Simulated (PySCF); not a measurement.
C₃H₈BNSi.
SMILES: `C#C[C@@H]([SiH3])BN`

Jobs on this species (14 atoms, 52 electrons) with PySCF (density fitting). Hardware of each: an Arm Neoverse N1 with one thread (shared host). Other jobs ran on the host; a repeat could differ by tens of per cent or more.

```json
{"level and settings": "PBE0/pcSseg-1", "work": "shieldings, charges and field gradients", "basis functions": "149", "SCF cycles": "?", "wall time": "?"}
{"level and settings": "wB97X-D/def2-SVPD", "work": "8 singlets by full TDDFT, 3 Tamm–Dancoff triplets, polarisability", "basis functions": "188", "SCF cycles": "14", "wall time": "50 s"}
{"level and settings": "delta-SCF UKS SCAN, pcX-2 on the ionised atom, pcseg-1 elsewhere, spin-free X2C", "work": "ΔSCF core ionisation, 7 holes", "basis functions": "170", "SCF cycles": "124", "wall time": "2.5 min"}
```

**Question.** Fill in the missing figures.

**Answer.** 
- PBE0/pcSseg-1; shieldings, charges and field gradients: 28 s, 14 SCF cycles

**Question.** What do all jobs in the table cost together?

**Answer.** About 3.8 min; the longest takes about 66 % of that, and about 5.4 times as long as the shortest.
